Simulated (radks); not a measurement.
Task: Species: La IV. Configuration: [Xe]. Method: Dirac Kohn-Sham, LDA (Slater exchange, Perdew-Wang correlation), spin-unpolarised, spherical densities, point nucleus; computed with a radial shooting solver on a logarithmic mesh with Libxc functionals. Some entries of the table are withheld. Estimate them.

| orbital | occ. | eigenvalue (eV) | <r> (bohr) | <r^2> (bohr^2) |
|---|---|---|---|---|
| 1s1/2 | 2 | -38702.99 | 0.02509 | 0.0008549 |
| 2s1/2 | 2 | -6179.653 | 0.1071 | 0.01358 |
| 2p1/2 | 2 | -5831.933 | 0.08994 | 0.009968 |
| 2p3/2 | 4 | -5419.334 | 0.09604 | 0.01123 |
| 3s1/2 | 2 | -1339.840 | 0.2852 | 0.09310 |
| 3p1/2 | 2 | -1192.970 | 0.2749 | 0.08786 |
| 3p3/2 | 4 | -1112.595 | 0.2870 | 0.09552 |
| 3d3/2 | 4 | (1) | 0.2579 | 0.07855 |
| 3d5/2 | 6 | (2) | 0.2617 | 0.08073 |
| 4s1/2 | 2 | -288.9063 | 0.6544 | 0.4835 |
| 4p1/2 | 2 | -234.8617 | (3) | 0.5179 |
| 4p3/2 | 4 | -217.6225 | (4) | 0.5605 |
| 4d3/2 | 4 | -128.8735 | (5) | 0.6738 |
| 4d5/2 | 6 | -125.8811 | (6) | 0.6909 |
| 5s1/2 | 2 | -61.8480 | 1.538 | 2.650 |
| 5p1/2 | 2 | -46.7726 | 1.706 | 3.279 |
| 5p3/2 | 4 | -44.0676 | 1.777 | 3.555 |

Result: 
(1) 3d3/2 eigenvalue (eV): -854.4140
(2) 3d5/2 eigenvalue (eV): -837.1985
(3) 4p1/2 <r> (bohr): 0.6746
(4) 4p3/2 <r> (bohr): 0.7020
(5) 4d3/2 <r> (bohr): 0.7620
(6) 4d5/2 <r> (bohr): 0.7718
